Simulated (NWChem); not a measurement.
All runs are NWChem calculations. System: F₃OTa, charge 0, spin multiplicity 1, at a geometry optimised with PBE0/def2-SVP with def2 effective core potentials on Ta. The structure started from a generated list of species. Level: RHF/def2-SVP with def2 effective core potentials on Ta.

Input file:

```
start mol
memory heap 200 mb stack 900 mb global 1100 mb
geometry units angstroms nocenter noautoz
  Ta    -0.002866     0.008342     0.000000
  O     -0.556800     1.622357     0.000000
  F      1.021167    -0.212061     1.553671
  F      1.021167    -0.212061    -1.553671
  F     -1.524155    -1.085639     0.000000
  symmetry group Cs
end
basis spherical
  * library def2-svp
end
ecp
  Ta library def2-ecp
end
scf
  rhf
  nopen 0
  maxiter 100
  thresh 1e-7
  semidirect memsize 60000000 filesize 0
end
task scf energy
```

Output (cleaned and shortened):

```
             Northwest Computational Chemistry Package (NWChem) 7.3.0
             --------------------------------------------------------

                                NWChem Input Module
                                -------------------

 Scaling coordinates for geometry "geometry" by  1.889725989
 (inverse scale =  0.529177249)

 Turning off AUTOSYM since
 SYMMETRY directive was detected!

                             Geometry "geometry" -> ""
                             -------------------------

 Output coordinates in angstroms (scale by  1.889725989 to convert to a.u.)

  No.       Tag          Charge          X              Y              Z
 ---- ---------------- ---------- -------------- -------------- --------------
    1 Ta                  73.0000    -0.00286600     0.00834200     0.00000000
    2 O                    8.0000    -0.55680000     1.62235700     0.00000000
    3 F                    9.0000     1.02116700    -0.21206100     1.55367100
    4 F                    9.0000     1.02116700    -0.21206100    -1.55367100
    5 F                    9.0000    -1.52415500    -1.08563900     0.00000000

 Effective nuclear repulsion energy (a.u.)     818.8634849309

            Nuclear Dipole moment (a.u.)
            ----------------------------
        X                 Y               Z
 ---------------- ---------------- ----------------
    -0.0000132281    -0.0000510226     0.0000000000

      Symmetry information
      --------------------

 Group name             Cs
 Group number              2
 Group order               2
 No. of unique centers     4

      Symmetry unique atoms

     1    2    3    5


 Summary of "ao basis" -> "" (spherical)
 ------------------------------------------------------------------------------
       Tag                 Description            Shells   Functions and Types
 ---------------- ------------------------------  ------  ---------------------
 *                          def2-svp                  on all atoms

 Summary of "ao basis" -> "ao basis" (spherical)
 ------------------------------------------------------------------------------
[...]
 Vector   24  Occ=2.000000D+00  E=-5.306065D-01  Symmetry=a"
              MO Center= -3.9D-01,  1.3D+00, -2.3D-11, r^2= 1.4D+00
   Bfn.  Coefficient  Atom+Function         Bfn.  Coefficient  Atom+Function
  ----- ------------  ---------------      ----- ------------  ---------------
    38      0.541286  2 O  pz                41      0.408263  2 O  pz
    17      0.260990  1 Ta d -1               9     -0.154374  1 Ta pz

 Vector   25  Occ=0.000000D+00  E= 5.112874D-02  Symmetry=a'
              MO Center=  3.3D-01, -9.8D-01, -1.5D-12, r^2= 6.8D+00
   Bfn.  Coefficient  Atom+Function         Bfn.  Coefficient  Atom+Function
  ----- ------------  ---------------      ----- ------------  ---------------
     6      1.426918  1 Ta s                  5     -0.450042  1 Ta s
    14     -0.328732  1 Ta py                 3     -0.203673  1 Ta s
    49     -0.186170  3 F  s                 63     -0.186170  4 F  s
    77     -0.186168  5 F  s                 35     -0.150520  2 O  s

 Vector   26  Occ=0.000000D+00  E= 7.128942D-02  Symmetry=a"
              MO Center= -2.3D-01, -1.4D-01,  1.4D-08, r^2= 2.8D+00
   Bfn.  Coefficient  Atom+Function         Bfn.  Coefficient  Atom+Function
  ----- ------------  ---------------      ----- ------------  ---------------
    17      0.683960  1 Ta d -1              19     -0.479863  1 Ta d  1
    15     -0.435969  1 Ta pz                83      0.202103  5 F  pz
    80     -0.193256  5 F  pz                24     -0.171942  1 Ta d  1

 Vector   27  Occ=0.000000D+00  E= 7.128985D-02  Symmetry=a'
              MO Center=  2.7D-01,  3.1D-02, -1.4D-08, r^2= 2.8D+00
   Bfn.  Coefficient  Atom+Function         Bfn.  Coefficient  Atom+Function
  ----- ------------  ---------------      ----- ------------  ---------------
    18      0.585371  1 Ta d  0              20     -0.568324  1 Ta d  2
    13     -0.412348  1 Ta px                16      0.180107  1 Ta d -2
    53      0.178051  3 F  px                67      0.178051  4 F  px
    23      0.168374  1 Ta d  0              50     -0.163864  3 F  px
    64     -0.163864  4 F  px

 center of mass
 --------------
 x =   0.00312557 y =  -0.00910952 z =   0.00000000

 moments of inertia (a.u.)
 ------------------
         563.966242206274         -31.272380047543           0.000000000000
         -31.272380047543         644.350165320302           0.000000000000
           0.000000000000           0.000000000000         553.238717191029

  Mulliken analysis of the total density
  --------------------------------------

    Atom       Charge   Shell Charges
 -----------   ------   -------------------------------------------------------
    1 Ta  13    11.06   0.04 -0.33  1.82  0.53  0.21 -0.01  5.64  0.51  0.13  1.98  0.27  0.28
    2 O    8     8.49   1.99  1.09  0.80  2.74  1.85  0.01
    3 F    9     9.48   1.99  1.11  0.84  3.32  2.21  0.00
    4 F    9     9.48   1.99  1.11  0.84  3.32  2.21  0.00
    5 F    9     9.48   1.99  1.11  0.84  3.32  2.21  0.00

       Multipole analysis of the density wrt the origin
       ------------------------------------------------

     L   x y z        total         open         nuclear
     -   - - -        -----         ----         -------
     0   0 0 0     -0.000000      0.000000     48.000000

     1   1 0 0      0.284592      0.000000      0.324944
     1   0 1 0     -0.829318      0.000000     -0.945897
     1   0 0 1     -0.000000      0.000000      0.000000

     2   2 0 0    -35.051133      0.000000    150.548321
     2   1 1 0      0.161482      0.000000     13.453294
     2   1 0 1      0.000000      0.000000      0.000000
     2   0 2 0    -35.466271      0.000000    115.967487
     2   0 1 1     -0.000000      0.000000      0.000000
     2   0 0 2    -34.995551      0.000000    155.163046

 Task  times  cpu:        0.9s     wall:        0.9s

 Total times  cpu:        0.9s     wall:        0.9s
```
